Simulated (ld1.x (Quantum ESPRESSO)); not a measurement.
## Ir, PAW: configuration errors across variants

* Element: iridium (Ir)
* Generator: ld1.x (Quantum ESPRESSO) 7.5
* Type: PAW
* Functional: PBEsol
* Relativity: fully relativistic
* Frozen core: [Kr] 4d10 4f14 5s2
* Valence charge: 15
* Reference configuration: 5p6 5d7 6s2 6p0
* Partial waves: 6s (bound): rcut 1.75, rcutus 2.30 bohr; 6s channel at 2.2 Ry: rcut 1.75, rcutus 2.30 bohr; 5p (bound): rcut 1.95, rcutus 2.25 bohr; 6p (bound, empty): rcut 1.95, rcutus 2.25 bohr; 5d (bound): rcut 1.25, rcutus 1.70 bohr; 5d channel at 1.5 Ry: rcut 1.25, rcutus 1.70 bohr
* Local potential: all-electron potential smoothed inside 1.90 bohr (lloc = -1)
* Core correction: Bessel-smoothed model core inside 1.30 bohr
* Augmentation charge: GAUSS, radius 1.30 bohr

Open shells are filled in proportion to 2j + 1 (rel_dist='average').

All-electron excitation energies from the reference (eV): (1) 5p6 5d7 6s1 6p0 9.937; (2) 5p6 5d7 6s0 6p0 27.438; (3) 5p6 5d6 6s0 6p0 58.007; (4) 5p6 5d8 6s1 6p0 -0.333; (5) 5p6 5d7.5 6s1.5 6p0 -0.284; (6) 5p6 5d6 6s2 6p0 12.238; (7) 5p6 5d5 6s0 6p0 101.594.

2 further variants failed, have other tests or another functional or relativity, and are left out.

Errors AE − PS in meV (a dash: test not solved or not reliable):

```tsv
change	(1)	(2)	(3)	(4)	(5)	(6)	(7)	bound ghosts
base	-0.4	-1.2	-48	-5.0	-1.4	-9.5	-231	not determined
waves 6s (bound): rcut 1.75, rcutus 3.04 bohr; 6s channel at 2.2 Ry: rcut 1.75, rcutus 3.04 bohr	–	–	–	–	–	–	–	not determined
core correction Bessel-smoothed model core inside 0.74 bohr	-0.3	-0.7	-48	-5.0	-1.5	-9.6	-230	not determined
waves 5p (bound): rcut 1.95, rcutus 3.38 bohr; 6p (bound): rcut 1.95, rcutus 3.38 bohr	–	–	–	–	–	–	–	not determined
```

(1) Give the same row for: wave 6s channel at 2.2 Ry: rcut 1.75, rcutus 2.30 bohr becomes 6s channel at 2.62 Ry: rcut 1.75, rcutus 2.30 bohr.

Results:

(1) -0.4, -1.3, -48, -5.3, -1.5, -9.8, -231; bound ghosts: not determined.
